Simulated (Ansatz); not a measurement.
One change: `N=C[SeH]` becomes `N=C([SeH])[SiH2]Cl`.

Ansatz, PBE0-D4/def2-TZVP geometries, multiplicity 1. Each molecule was computed in one conformer, which needn't be the lowest.

Scalar relativity is left out up to krypton. Spin–orbit coupling is left out; it splits and shifts lone-pair levels of the heavy atoms by tenths of an eV.

```
                             property  `N=C[SeH]`
HOMO energy (ωB97M-V/def2-TZVPP) / eV       -9.14
  HOMO–LUMO gap (PBE/def2-TZVPP) / eV        4.43
  HOMO energy (B3LYP/def2-TZVPP) / eV       -6.80
   LUMO energy (PBE0/def2-TZVPP) / eV       -0.46
HOMO–LUMO gap (B3LYP/def2-TZVPP) / eV        6.10
LUMO energy (ωB97M-V/def2-TZVPP) / eV        1.69
```

Question: What does the change do to each property? (Best estimate.)

Answer: The calculation gave: 
| property | `N=C([SeH])[SiH2]Cl` | shift |
| --- | --- | --- |
| HOMO energy (ωB97M-V/def2-TZVPP) / eV | -9.33 | -0.19 |
| HOMO–LUMO gap (PBE/def2-TZVPP) / eV | 3.93 | -0.50 |
| HOMO energy (B3LYP/def2-TZVPP) / eV | -6.98 | -0.18 |
| LUMO energy (PBE0/def2-TZVPP) / eV | -1.23 | -0.77 |
| HOMO–LUMO gap (B3LYP/def2-TZVPP) / eV | 5.56 | -0.54 |
| LUMO energy (ωB97M-V/def2-TZVPP) / eV | 0.95 | -0.74 |

With PBE0 the HOMO falls by 0.19 eV and the LUMO falls by 0.77 eV, so the gap narrows by about 0.58 eV. PBE moves the HOMO by -0.19 eV and ωB97M-V by -0.19 eV.

B3LYP here is the variant with VWN-RPA as its local correlation; programs differ in this.
